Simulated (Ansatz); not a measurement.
## Two structures, one formula

Two relaxed structures of SiH2TeO, singlet (PBE0-D4/def2-TZVP; forces vanish, vibrations not checked).

A:

```xyz
5
angstrom
O 1.2829 -0.4340 -1.0339
Si 0.1272 -0.4476 -0.0512
Te -0.0129 -1.9851 1.8431
H -1.0544 0.4533 -0.1039
H -1.4646 -1.3077 2.2752
```

B:

| atom | x (Å) | y (Å) | z (Å) |
| --- | --- | --- | --- |
| O1 | 0.9650 | -0.9374 | -0.1134 |
| Si2 | -0.0917 | 0.3105 | -0.2035 |
| Te3 | -0.2506 | -1.3319 | 1.5542 |
| H4 | -1.0575 | 0.2967 | -1.3241 |
| H5 | 0.4349 | 1.6622 | 0.0868 |

Program: Ansatz 0.2.0. Basis: def2-TZVPP. Cores are frozen in the correlated methods. Filled d shells of the heavier atoms are correlated. Core potentials replace the inner electrons of the atoms past krypton. The def2 sets are not built for correlating such inner shells, so the correlated values are less sure here. B3LYP uses VWN-RPA correlation.

Question: Which structure is lower at CCSD(T), and by how much? (Judge from chemistry; the value comes from the calculation.)

Answer: Computed: A, by 0.465 eV (electronic energy, against the other). By their contacts, A is SiH₂TeO ([O][SiH][TeH]) and B is SiH₂TeO ([O]1[SiH2][Te]1).

All methods give the same order:

```tsv
method	E(B) − E(A) (eV)
PBE-D4	0.488
r2SCAN-D4	0.474
PBE0-D4	0.441
B3LYP-D4	0.486
wB97M-V	0.421
HF	0.438
MP2	0.507
CCSD	0.468
CCSD(T)	0.465
```

The T1 diagnostic stays at or below 0.017.

Labels in which every atom is bracketed show which atoms are joined, not bond orders.

For scale, one of the runs: CCSD(T)/def2-TZVPP, 151 basis functions, launched by `ansatz run in.yaml --threads 2 --pin off --events-out ev --progress --plain --max-ram 4352MiB`. Hardware: 2 CPU threads of an Intel Xeon 6975P-C, shared host. Wall time 11 s; peak host memory 1.1 GiB.
